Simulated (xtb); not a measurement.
xtb input (GFN1-xTB):

```bash
xtb mol.xyz --gfn 1 --sp --chrg -1 --uhf 0
```
mol.xyz:
```
6

C     -0.57153523     0.14375636     0.12078110
N      0.73489764    -0.28738991    -0.23340796
H     -0.87698954     0.12027364     1.22000294
H     -1.32437512    -0.51032725    -0.36254457
H     -0.90475479     1.19114357    -0.18595523
H      1.39104735     0.34810127     0.23766597
```

End of the output:

```
         :::::::::::::::::::::::::::::::::::::::::::::::::::::
         ::                     SUMMARY                     ::
         :::::::::::::::::::::::::::::::::::::::::::::::::::::
         :: total energy              -7.579517939035 Eh    ::
         :: gradient norm              0.024977764813 Eh/a0 ::
         :: HOMO-LUMO gap              3.791022603944 eV    ::
         ::.................................................::
         :: SCC energy                -7.644255058941 Eh    ::
         :: -> electrostatic           0.206561002006 Eh    ::
         :: repulsion energy           0.065584393637 Eh    ::
         :: dispersion energy         -0.000847273731 Eh    ::
         :: halogen bond corr.         0.000000000000 Eh    ::
         :: add. restraining           0.000000000000 Eh    ::
         :: total charge              -1.000000000000 e     ::
         :::::::::::::::::::::::::::::::::::::::::::::::::::::

           -------------------------------------------------
          |                Property Printout                |
           -------------------------------------------------

    * Orbital Energies and Occupations

         #    Occupation            Energy/Eh            Energy/eV
      -------------------------------------------------------------
         1        2.0000           -0.3982037             -10.8357
         2        2.0000           -0.3463957              -9.4259
         3        2.0000           -0.2624479              -7.1416
         4        2.0000           -0.2553677              -6.9489
         5        2.0000           -0.1920529              -5.2260
         6        2.0000           -0.0880724              -2.3966
         7        2.0000           -0.0239901              -0.6528 (HOMO)
         8                          0.1153274               3.1382 (LUMO)
         9                          0.1755725               4.7776
        10                          0.1772421               4.8230
        11                          0.2269807               6.1765
        12                          0.4151376              11.2965
        13                          0.4300078              11.7011
        14                          0.5137994              13.9812
        15                          0.6534361              17.7809
        16                          0.7082275              19.2719
      -------------------------------------------------------------
                  HL-Gap            0.1393175 Eh            3.7910 eV
             Fermi-level            0.0456686 Eh            1.2427 eV

  Mulliken/CM5 charges         n(s)   n(p)   n(d)
Note: The following floating-point exceptions are signalling: IEEE_DENORMAL
normal termination of xtb
     1C     0.13316  0.05925   0.965  2.901  0.000
     2N    -0.90227 -1.17133   1.538  4.365  0.000
     3H    -0.10950 -0.05794   1.110  0.000  0.000
     4H    -0.08555 -0.02672   1.086  0.000  0.000
     5H    -0.10950 -0.05794   1.110  0.000  0.000
     6H     0.07367  0.25467   0.926  0.000  0.000

Wiberg/Mayer (AO) data.
largest (>0.10) Wiberg bond orders for each atom

 ---------------------------------------------------------------------------
     #   Z sym  total        # sym  WBO       # sym  WBO       # sym  WBO
 ---------------------------------------------------------------------------
     1   6 C    3.979 --     2 N    1.087     4 H    0.983     5 H    0.953
                             3 H    0.953
     2   7 N    2.240 --     1 C    1.087     6 H    1.008
     3   1 H    1.023 --     1 C    0.953
     4   1 H    1.052 --     1 C    0.983
     5   1 H    1.023 --     1 C    0.953
     6   1 H    1.021 --     2 N    1.008
 ---------------------------------------------------------------------------

Topologies differ in total number of bonds
Writing topology from bond orders to xtbtopo.mol

 dipole moment from electron density (au)
     X       Y       Z
  -0.9077   0.8670   0.6783  total (Debye):    3.626

           -------------------------------------------------
          | TOTAL ENERGY               -7.579517939035 Eh   |
          | GRADIENT NORM               0.024977764813 Eh/α |
          | HOMO-LUMO GAP               3.791022603944 eV   |
           -------------------------------------------------

------------------------------------------------------------------------
------------------------------------------------------------------------
 total:
 SCF:
```
